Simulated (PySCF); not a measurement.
# Property card for `c1cc(CC)ccn1`

C₇H₉N.
SMILES with atom numbers: `[CH3:1][CH2:2][c:3]1[cH:4][cH:5][n:6][cH:7][cH:8]1` (hydrogens: H9, H10, H11 on C1; H12, H13 on C2; H14 on C4; H15 on C5; H16 on C7; H17 on C8)

Geometry (PBE0-D3(BJ)/def2-SVP, Å), atoms numbered from 1 in this order:
```xyz
17
C7H9N angstrom
C      2.3223   -0.0899    0.5883
C      1.4473   -0.2818   -0.6482
C     -0.0102   -0.0612   -0.3543
C     -0.5949    1.2047   -0.4546
C     -1.9396    1.3644   -0.1250
N     -2.7213    0.3705    0.2891
C     -2.1689   -0.8360    0.3867
C     -0.8352   -1.1020    0.0819
H      3.3843   -0.2548    0.3513
H      2.2179    0.9286    0.9925
H      2.0383   -0.7925    1.3866
H      1.7679    0.4137   -1.4403
H      1.5878   -1.2994   -1.0469
H     -0.0078    2.0628   -0.7929
H     -2.4082    2.3526   -0.2039
H     -2.8244   -1.6469    0.7258
H     -0.4431   -2.1181    0.1795
```

Structural features include: pyridine-type ring nitrogen.

From PBE0-D3(BJ)/def2-SVP geometry optimisation, gas phase (PySCF):

* Point group: Cs
* Rotational constants A, B, C: 4.757, 1.467, 1.231 GHz

From wB97X-D/def2-SVPD ground state, ΔSCF and vertical TDDFT (core frozen in the response) (PySCF):

* Dipole moment: 2.86 D
* HOMO energy: -9.24 eV
* LUMO energy: 1.00 eV
* HOMO–LUMO gap: 10.24 eV
* Lowest singlet excitation: 5.12 eV (242 nm, f = 0.005)
* Strongest line among the 10 lowest singlet transitions: S6 at 7.23 eV (171 nm, f = 0.746)
* Lowest triplet excitation (Tamm–Dancoff): 4.35 eV
* Static isotropic polarisability: 87.1 au
* Vertical ionisation energy: 9.36 eV
* Electronic spatial extent ⟨r²⟩ about the centre of nuclear charge: 1011 bohr²

B3LYP/pcSseg-1 ground state and GIAO shieldings, non-relativistic (PySCF):

* 13C chemical shifts (computed TMS as zero) by class: 159.7 (C3), 156.5 (C5/C7), 128.9 (C4/C8), 34.2 (C2), 21.4 (C1) ppm
* 1H chemical shifts (computed TMS as zero) by class: 8.57 (H15/H16), 6.91 (H14/H17), 2.44 (H12/H13), 1.18 (H9/H10/H11) ppm
* Isotropic shieldings of nuclei other than C and H, by class: -98 (N6) ppm

**B3LYP/pcJ-1 indirect spin-spin coupling, non-relativistic, gas phase; spin–dipole term left out for some pairs (PySCF)**

- Largest of the computed one-bond spin–spin couplings (means over like bonds): 13C–1H +185.4 (C5–H15 and 1 like it), 13C–1H +166.5 (C4–H14 and 1 like it), 13C–1H +134.3 (C1–H9 and 2 like it), 13C–1H +133.1 (C2–H12 and 1 like it), 13C–13C +59.4 (C4–C5 and 1 like it), 13C–13C +59.4 (C3–C4 and 1 like it), 13C–13C +45.0 (C2–C3), 13C–13C +34.9 (C1–C2) Hz

Monoisotopic mass (most abundant isotopes): 107.0735 u.

No computed singlet falls in the visible range (750 to 380 nm, 1.65 to 3.26 eV); S1 lies 1.86 eV above its blue end. S1 lies 5.12 eV below the HOMO–LUMO gap; its leading configuration is HOMO→LUMO, weight 0.96. The rotational constants make it an asymmetric top with κ = (2B − A − C)/(A − C) = -0.87, nearer the prolate limit (−1). With B = h/(8π²I), that is 505.379 GHz u Å² over I, the principal moments of inertia are 106.2, 344.5 and 410.4 u Å² (most abundant isotopes). In atomic units the dipole is 1.12 e·bohr (1 au = 2.5417 D). In wavenumbers S1 is 41300 cm⁻¹ (1 eV = 8065.54 cm⁻¹). The principal polarisabilities are 61.4, 93.1 and 106.8 au; their mean is the isotropic value.

 NMR classes are plain means over equivalent atoms (diastereotopic ones count apart unless rotation or inversion swaps them), as if these changed places fast; in this geometry the members of some classes differ.

One conformer stands for the species.
